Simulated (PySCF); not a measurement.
Al(Cl)(SeH)2 (AlClH2Se2), SMILES [Cl][Al]([SeH])[SeH]. Geometry: PBE-D3(BJ)/def2-SVP. The structure was generated by enumeration; whether it is a known compound was not checked. Other conformers were not sampled.

Calculation: PBE-D3(BJ)/def2-SVP in PySCF 2.14.0.

Harmonic wavenumbers (cm⁻¹): 88, 100, 157, 158, 233, 238, 461, 534, 573, 619, 2354, 2357. Rotational constants (GHz): 1.669, 0.7417, 0.5135; symmetry number 2.

**Question.** Work out the zero-point energy and the ideal-gas rigid-rotor harmonic-oscillator thermochemistry at 298.15 K and 1 atm.

**Answer.** ZPE = ½ Σ hcν = ½ × 7871 cm⁻¹ = 47.08 kJ/mol. H − E(el) = 68.94 kJ/mol. Entropy in J/(mol K): translation 176.15, rotation 122.28, vibration 76.43, total 374.87. G − E(el) = -42.82 kJ/mol. Cp = 99.65 J/(mol K). Modes under 150 cm⁻¹ make the vibrational entropy uncertain.
